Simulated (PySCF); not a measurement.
C3H7BN2, SMILES NB1C=CCN1.

Coordinates come from a ωB97X-D3(BJ)/def2-SVP optimisation. The structure was generated by enumeration, and PubChem lists no compound with its InChIKey, so it may never have been made. The values are those of a single conformer.

These are HF/def2-TZVP in PySCF values and carry that method's errors.

Gas-phase values at a fixed geometry.

Question: Estimate the frontier levels, gap, dipole moment and polarisability. (Estimate from the structure and the level; the computed values follow.)

Answer: 
| Property | Result |
|---|---|
| highest occupied level | -9.48 eV |
| lowest empty level | 3.40 eV |
| orbital gap | 12.88 eV |
| dipole moment | 0.95 D |
| quadrupole, principal values (traceless, Buckingham form, about the centre of nuclear charge) | -9.54, 3.24, 6.30 D·Å |
| mean static polarisability | 58.4 bohr³ (8.66 Å³) |
| polarisability, principal values | 42.3, 56.6, 76.4 bohr³ |
